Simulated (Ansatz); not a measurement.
Stepwise reaction of `CO[Si](F)(F)S` with hydrogen chloride, as a gas-phase model of exchange steps in deposition or etching. ΔE in kJ/mol.

Gas-phase electronic energies from Ansatz, PBE0-D4/def2-TZVP geometries. CBS: MP2 limit from def2 TZ/QZ plus the TZ coupled-cluster correction, frozen cores. This one scheme is used for every species. DFT in def2-TZVPP. B3LYP here is the variant with VWN-RPA as its local correlation; programs differ in this. Each species was taken in one conformer, which may not be the lowest.

```
step                                          reaction  PBE-D4  B3LYP-D4  ωB97M-V  CCSD(T)/CBS
   1    `CO[Si](F)(F)S` + HCl → `CO[Si](F)(S)Cl` + H–F    38.9      49.5     49.0         46.6
   2  `CO[Si](F)(S)Cl` + HCl → `CO[Si](S)(Cl)Cl` + H–F    42.3      52.2     51.3         48.1
```

Task: By hand: ΔE of the 2 steps together at CCSD(T)/CBS.

Result: (46.6) + (48.1) = 94.7 kJ/mol, or 47.4 kJ/mol a step.

In ΔE the steps differ by no more than 1.5 kJ/mol. All are uphill at CCSD(T)/CBS. PBE-D4 differs from CCSD(T)/CBS by -7.7 to -5.8 kJ/mol a step. Isolated molecules leave out the surface, adducts and barriers. Largest T1 diagnostic: 0.012.
